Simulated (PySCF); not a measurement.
W(OH)3(H)3 (H6O3W), SMILES [OH][WH3]([OH])[OH], multiplicity 1.

Coordinates come from a B3LYP-D3(BJ)/def2-SVP optimisation. The multiplicity is an assumed one; no other spin state was optimised. The structure was generated by enumeration; whether it is a known compound was not checked. The def2 effective core potentials stand for the cores of W; spin–orbit coupling is left out. Other conformers were not sampled.

Calculation: M06-2X/def2-TZVP (PySCF).

The molecule is in vacuum.

The total energy comes out as -296.32659 hartree and the point group is C3v. The highest occupied level is -9.23 eV, the lowest empty level is -0.46 eV and the orbital gap is 8.76 eV. The dipole moment is 0.215 e·Å. The quadrupole, principal values (traceless, Buckingham form, about the centre of nuclear charge) comes out as -8.43, 4.22, 4.22 D·Å and the mean static polarisability comes out as 57.4 bohr³ (8.51 Å³). The polarisability, principal values comes out as 49.2, 61.6, 61.6 bohr³.
